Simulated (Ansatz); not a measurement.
Cost and result for the atomization energy of `C[CH2][Sn][CH3]` (12 atoms, 11 bonds).

```xyz
12

C     1.392   -0.334    0.006
C     0.459   -0.647   -1.152
Sn   -1.501    0.358   -1.240
C    -1.603    0.834    0.895
H     0.926   -0.548    0.971
H     2.319   -0.915   -0.043
H     1.679    0.722    0.021
H     0.949   -0.474   -2.116
H     0.196   -1.716   -1.158
H    -0.751    1.458    1.182
H    -1.538   -0.089    1.481
H    -2.527    1.352    1.154
```

The species carries charge 0 and has multiplicity 1. Correlated methods include outer-core shells of Sn, which these sets cover unevenly. Sn: def2 effective core potential. The geometry is a stationary point of PBE0-D4/def2-TZVP. It is one conformer, not always the lowest. Program: Ansatz. All runs use 4 threads of an Arm Neoverse V2 on a shared host. Times are those of one run each, without the atoms' runs, and a repeat can differ threefold. Electronic energies, without spin–orbit coupling; frozen cores. CCSD(T)/CBS adds CCSD(T) − MP2 in def2-TZVPP to the MP2 limit, and its time is that of the two runs behind it. T1 = 0.013; the RHF reference is unstable towards UHF. With those shells the extrapolation isn't a true limit. B3LYP takes the VWN-RPA correlation (the form of Gaussian; ORCA's B3LYP/G).

CCSD(T)/CBS is a level of theory with its own doubt, some kJ/mol a heavy atom from the limit and from the frozen cores, so smaller differences don't rank the functionals.

```csv
level,functions,wall time
revPBE-D4/def2-TZVPP,255,2.1 s
CAM-B3LYP-D4/def2-TZVPP,255,3 s
B3LYP-D4/def2-TZVPP (with forces),255,4.2 s
r2SCAN-D4/def2-TZVPP (with forces),255,4.5 s
B2PLYP/def2-TZVPP,255,6 s
PBE-QIDH/def2-TZVPP,255,6.5 s
CCSD(T)/def2-SVP,108,6.5 s
ωB97X-V/def2-TZVPP,255,7.5 s
B97M-V/def2-TZVPP,255,9 s
ωB97M-V/def2-TZVPP (with forces),255,11 s
MP2/def2-QZVPP,493,23 s
CCSD(T)/def2-TZVPP,255,3.1 min
CCSD(T)/CBS(def2),–,3.5 min
```

(1) What atomization energy does each give, and how far from CCSD(T)/CBS? (Best estimate.)

Results:

(1) Ansatz gave: 
```
                             level  atomization (kJ/mol)  difference from CCSD(T)/CBS  per bond
              revPBE-D4/def2-TZVPP                4257.2                        -36.7      -3.3
           CAM-B3LYP-D4/def2-TZVPP                4295.1                          1.2       0.1
 B3LYP-D4/def2-TZVPP (with forces)                4289.0                         -4.9      -0.4
r2SCAN-D4/def2-TZVPP (with forces)                4281.0                        -12.9      -1.2
                 B2PLYP/def2-TZVPP                4237.0                        -56.9      -5.2
               PBE-QIDH/def2-TZVPP                4259.2                        -34.7      -3.2
                  CCSD(T)/def2-SVP                4078.3                       -215.6     -19.6
                ωB97X-V/def2-TZVPP                4286.3                         -7.6      -0.7
                 B97M-V/def2-TZVPP                4292.5                         -1.4      -0.1
  ωB97M-V/def2-TZVPP (with forces)                4282.7                        -11.2      -1.0
                    MP2/def2-QZVPP                4267.6                        -26.3      -2.4
                CCSD(T)/def2-TZVPP                4196.4                        -97.5      -8.9
                 CCSD(T)/CBS(def2)                4293.9                          0.0       0.0
```

The D4 term adds +40.1 kJ/mol with B3LYP and +21.0 kJ/mol with PBE0; it sums over pairs of atoms, weighted by their polarisabilities, and B3LYP, whose exchange is more repulsive, gets the larger term. From PBE to PBE0 (25 % exact exchange), in def2-TZVPP and without D4, the atomization energy moves by −46.4 kJ/mol: exact exchange takes away binding that semilocal exchange gives to molecules. At CCSD(T), def2-SVP lies −215.6 kJ/mol from the extrapolated value and def2-TZVPP −97.5 kJ/mol: correlation converges slowly with the basis, and small sets miss more of it in the bonded molecule than in its fragments.

Spin–orbit coupling would lower the free Sn atoms strongly, and the atomization energy with them, by more than many differences here. For some Ge, Se and Sn compounds the MP2-based and the directly extrapolated limit differ by 10 to 25 kJ/mol.
